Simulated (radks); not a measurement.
Spherical quantum dot in the effective-mass picture: electrons in a parabolic well V = omega^2 r^2 / 2 with omega = 0.0717, with a point charge +1 (a donor) at the centre, all in effective atomic units (hartree* = m*/eps^2 hartree, bohr* = eps/m* bohr), one dielectric constant everywhere. Calculated with a radial shooting solver with Libxc functionals: non-relativistic Kohn-Sham, LDA (Slater exchange, Perdew-Wang correlation), spin-polarised, spherical densities. Levels are named by radial order and angular momentum (1s, 1p, 1d, 2s, ...), and open shells are averaged over m. At N = 20 the configuration is 1s2 1p6 1d10 2s2. Does electron 21 go into 1f up or 1g up?

Answer. Into 1f up. The total energies of the other choices lie higher by 0.0254 hartree* (1g up).
